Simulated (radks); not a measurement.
Results of a calculation; reference values are marked as such.
The caesium anion Cs-, [Xe] 6s2, held by a Watson sphere: a shell of charge +0.86 at radius R that stands for the Madelung well of a crystal (potential energy -0.86/R inside, -0.86/r outside, in hartree with lengths in bohr). Code: a radial shooting solver on a logarithmic mesh with Libxc functionals. Model: scalar-relativistic Kohn-Sham, LB94 model potential, spin-unpolarised, spherical densities, finite nucleus; Fermi nuclear charge, rms radius of each element as measured or else 0.836 A^(1/3) + 0.57 fm. Response by self-consistent Sternheimer equations with the Hartree and adiabatic LDA kernel, the relativistic mass of each level held fixed and spin-orbit coupling left out. The sphere does not respond.

R (bohr)  e(5s) (eV)  e(5p) (eV)  e(6s) (eV)  <r> 6s (bohr)  sum of <r^2> (bohr^2)  X-ray form factor at sin(theta)/lambda = 0.1 1/angstrom  alpha (bohr^3)
3.3          -31.745     -18.117      -4.902          4.749                  101.6                                                   50.895           241.3
3.36         -31.665     -18.038      -4.891          4.760                  101.9                                                   50.891           243.3
3.95         -31.035     -17.407      -4.743          4.887                  104.8                                                   50.849           269.0
5.09         -30.315     -16.675      -4.356          5.167                  111.3                                                   50.791           341.9
5.65         -30.085     -16.441      -4.160          5.293                  114.4                                                   50.774           383.7
